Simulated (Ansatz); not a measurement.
Species: SiH3Te, charge 0, doublet. SiH3Te (SMILES [SiH3][Te], doublet).
B3LYP-D3(BJ)/def2-TZVP minimum from Ansatz (a quantum-chemistry and plane-wave program):
```xyz
5

Te     0.5265    -0.0233     0.3603
Si    -1.5359     0.0690    -1.0576
H     -1.5301    -0.9929    -2.0881
H     -1.6797     1.3866    -1.7156
H     -2.6667    -0.1481    -0.1245
```
Charge 0, spin multiplicity 2.

Total energies in hartree (Ansatz). Radicals and triplets start from unrestricted determinants; spin-orbit coupling is neglected. Cores are frozen in correlated methods (noble-gas shells, and filled d and f shells in the p block). Past Kr the def2 sets carry scalar-relativistic core potentials. For partners of very few electrons the exact lower level stands in for a higher one. Spin-orbit terms, left out, reach several kcal/mol for Br and I, and more for heavier atoms.

| species | HF/def2-TZVPP | CCSD(T)/def2-TZVPP | HF/def2-QZVPP | CCSD(T)/def2-QZVPP | CCSDT(Q)/def2-TZVPP |
|---|---|---|---|---|---|
| 1: SiH3Te (SMILES [SiH3][Te], doublet) | -557.70676 | -557.99119 | -557.71759 | -558.02350 | -557.99294 |
| 2: Te (triplet) | -267.00555 | -267.11065 | -267.00694 | -267.12283 | -267.11130 |
| 3: Si (triplet) | -288.85084 | -288.92770 | -288.85873 | -288.93839 | -288.92853 |
| 4: H (doublet) | -0.49981 | -0.49981 | -0.49998 | -0.49998 | -0.49981 |

Work out the atomisation energy (electronic, to ground-state atoms) in kcal/mol: take Hartree-Fock from def2-QZVPP, extrapolate the CCSD(T) correlation energy as X^-3 (X = 3, 4), and add CCSDT(Q) - CCSD(T) in def2-TZVPP. 1 hartree = 627.51 kcal/mol.


Species 1: correlation (64·(-0.30591) - 27·(-0.28443))/37 = -0.32158; step -0.00175; E1 = -557.71759 + (-0.32158) + (-0.00175) = -558.04092
Species 2: correlation (64·(-0.11589) - 27·(-0.10510))/37 = -0.12376; step -0.00065; E2 = -267.00694 + (-0.12376) + (-0.00065) = -267.13135
Species 3: correlation (64·(-0.07966) - 27·(-0.07686))/37 = -0.08170; step -0.00083; E3 = -288.85873 + (-0.08170) + (-0.00083) = -288.94126
Species 4: correlation (64·(0.00000) - 27·(0.00000))/37 = 0.00000; step +0.00000; E4 = -0.49998 + (0.00000) + (+0.00000) = -0.49998
-1·E1 +1·E2 +1·E3 +3·E4 = 0.46837 hartree = 293.9 kcal/mol.
